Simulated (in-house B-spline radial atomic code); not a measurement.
How numerical settings move a run on Ba³⁺, [Kr] 4d10 5s2 5p5. Computed with a B-spline radial code for spherical atoms: Dirac-Hartree-Fock, average of configuration, Fermi nucleus of rms radius 4.8378 fm.

Command:
```bash
python run_scf.py task.json out
```
Settings of the sound reference run:
```
Z                56
electrons        53
configuration    [Kr] 4d10 5s2 5p5
hamiltonian      dirac
method           hf
spin_polarised   False
nucleus          fermi
rms_radius       4.8378
mass_number      138
atomic_mass      137.9052
speed_of_light   137.036
knot_spacing     0.22
spline_order     8
gauss_points     12
box_radius       16.22
max_iterations   70
damping          0.5
damped_steps     3
diis_vectors     10
tolerance        1e-08
start            Thomas-Fermi
```

Run time, properties included: 1.7 s on 1 thread of Intel(R) Xeon(R) Platinum 8259CL CPU @ 2.50GHz, with other jobs on the host.

It converges in 10 iterations to -8133.840473 hartree, with 5p3/2 at -46.7832 eV. The other runs change the listed settings, some to values that make no sense; their results aren't properties of the atom or ion. Radii are in bohr (the nuclear one in fm), a minus after a letter asks for a j subshell, and «unchanged» means within 1e-8 hartree. The run stops when the residual is below 10 × tolerance × max(1, Z/10), or a noise floor if that is larger, and the energy moves by less than 1e-8 × √|E| hartree; so very loose and very tight tolerances often act alike.

| changed settings | outcome |
| --- | --- |
| knot_spacing = 0.75, max_iterations = 60, diis_vectors = 4, tolerance = 0.01 | converged in 8 iterations, energy +6.39e+00 hartree from the reference, 5p3/2 level +2.5e-01 eV (the program warns: 5p3/2 reaches the box edge; 4s1/2 reaches the box edge) |
| electrons = 56, configuration = [Kr] 4d10 5s2 5p5 6s3, max_iterations = 100 | stopped with error: shell 6s holds at most 2 electrons |
| spline_order = 6, first_knot = 1.79e-05, max_iterations = 50 | converged in 10 iterations, energy +9.71e-06 hartree from the reference |
| diis_vectors = 1 | converged in 19 iterations, energy unchanged, 5p3/2 level -5.4e-06 eV |
| diis_vectors = 2 | converged in 12 iterations, energy unchanged, 5p3/2 level +1.2e-06 eV |
| electrons = 54, configuration = [Kr] 4d10 5s2 5p5 3f1, max_iterations = 60 | stopped with error: there is no 3f shell |
| method = scan,scan | stopped with error: meta-GGAs are not served with the Dirac Hamiltonian |
| max_iterations = 2 | not converged after 2 iterations, last residual 3.0e-01, last energy +1.88e+00 hartree from the reference |
| start = bare nucleus | converged in 11 iterations, energy unchanged |
| max_iterations = 5 | not converged after 5 iterations, last residual 9.6e-03, last energy +2.05e-03 hartree from the reference |
| max_iterations = 3 | not converged after 3 iterations, last residual 7.8e-02, last energy +1.46e-01 hartree from the reference |
| diis_vectors = 20 | converged in 10 iterations, energy unchanged |

Problem. What happens with diis_vectors = 4?

Solution. Converged in 10 iterations, energy unchanged, 5p3/2 level +9.7e-07 eV.

Problem. What happens with diis_vectors = 0?

Solution. Converged in 22 iterations, energy unchanged, 5p3/2 level +1.9e-06 eV.

Problem. What happens with max_iterations = 8?

Solution. Not converged after 8 iterations, last residual 1.9e-05, last energy +5.10e-09 hartree from the reference.

Problem. What happens with knot_spacing = 0.55, spline_order = 4, max_iterations = 50, diis_vectors = 20, tolerance = 1e-10?

Solution. Converged in 11 iterations, energy +3.83e+00 hartree from the reference, 5p3/2 level +9.6e-02 eV.
